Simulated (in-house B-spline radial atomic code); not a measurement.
**Binding energies in neutral zirconium**

NIST's tabulated ground configuration is [Kr] 4d2 5s2; each binding energy is the energy of the ion with one electron taken from that subshell, relaxed, less that of the parent. All numbers are computed (Dirac-Hartree-Fock, average of configuration; Fermi nucleus of rms radius 4.2694 fm) with an all-electron radial atomic-structure program (B-spline basis), not measured. Energies include first-order Breit, QED and recoil terms.

| subshell | X-ray name | binding energy (eV) | -ε (eV) | relaxation (eV) |
| --- | --- | --- | --- | --- |
| 1s | K | 18005.9 | 18110.0 | 57.7 |
| 2s | L1 | 2546.8 | 2581.0 | 29.9 |
| 3p1/2 | M2 | 356.5 | 368.3 | 11.3 |
| 3p3/2 | M3 | 342.6 | 354.0 | 11.1 |
| 4s | N1 | 65.05 | 68.38 | 3.26 |
| 4p1/2 | N2 | 39.1 | 42.12 | 2.97 |
| 4p3/2 | N3 | 37.33 | 40.22 | 2.87 |
| 4d | N4,5 | 6.58 | 7.92 | 1.35 |
| 5s | O1 | 5.6 | 5.86 | 0.25 |

Relaxation = -ε minus the binding energy without Breit, QED and recoil terms.

Emission lines follow as differences of binding energies, with λ = 12398.42 eV·Å / E:

```tsv
line	holes	energy (eV)	wavelength (Å)
K-M3	1s → 3p3/2	17663.3	0.70193
L1-M3	2s → 3p3/2	2204.2	5.6249
```

What does it cost to remove both a 3p3/2 and a 3p1/2 electron?

729.29 eV, which is 30.19 eV more than the two single binding energies together.

What does it cost to remove two 1s electrons?

36615 eV, which is 603.6 eV more than the two single binding energies together.
